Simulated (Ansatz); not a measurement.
Start from `C=C[SiH](F)O[SiH3]` and change one atom or group to get `F[SiH](Cl)O[SiH3]`.

Ansatz, PBE0-D4/def2-TZVP geometries, multiplicity 1. Each molecule was computed in one conformer, which needn't be the lowest.

| property | `C=C[SiH](F)O[SiH3]` |
| --- | --- |
| HOMO energy (PBE0/def2-TZVPP) / eV | -8.35 |
| LUMO energy (PBE0/def2-TZVPP) / eV | -0.81 |
| HOMO–LUMO gap (PBE0/def2-TZVPP) / eV | 7.54 |
| size of the dipole moment (B3LYP/def2-TZVPP) / D | 1.55 |
| HOMO–LUMO gap (PBE/def2-TZVPP) / eV | 5.39 |
| ideal-gas entropy at 298 K and 1 bar (rigid rotor, harmonic PBE0-D4/def2-TZVP) / J/(mol·K) | 408 |

Question: Give the same properties after the change, and the shifts. (Estimate.)

Answer: Ansatz gave: 
```json
{"property": "HOMO energy (PBE0/def2-TZVPP) / eV", "`F[SiH](Cl)O[SiH3]`": "-9.40", "shift": "-1.05"}
{"property": "LUMO energy (PBE0/def2-TZVPP) / eV", "`F[SiH](Cl)O[SiH3]`": "-0.08", "shift": "0.73"}
{"property": "HOMO–LUMO gap (PBE0/def2-TZVPP) / eV", "`F[SiH](Cl)O[SiH3]`": "9.32", "shift": "1.78"}
{"property": "size of the dipole moment (B3LYP/def2-TZVPP) / D", "`F[SiH](Cl)O[SiH3]`": "1.38", "shift": "-0.17"}
{"property": "HOMO–LUMO gap (PBE/def2-TZVPP) / eV", "`F[SiH](Cl)O[SiH3]`": "6.97", "shift": "1.58"}
{"property": "ideal-gas entropy at 298 K and 1 bar (rigid rotor, harmonic PBE0-D4/def2-TZVP) / J/(mol·K)", "`F[SiH](Cl)O[SiH3]`": "384", "shift": "-24"}
```

With PBE0 the HOMO falls by 1.05 eV and the LUMO rises by 0.73 eV, so the gap widens by about 1.78 eV. PBE moves the HOMO by -0.71 eV and ωB97M-V by -1.08 eV. The zero-point energy changes by -107.1 kJ/mol with -12 modes. Dipoles are sizes alone; their direction can turn. Modes under 60 cm⁻¹, often nearly free rotors, make the harmonic entropy too high.

B3LYP here is the variant with VWN-RPA as its local correlation; programs differ in this.
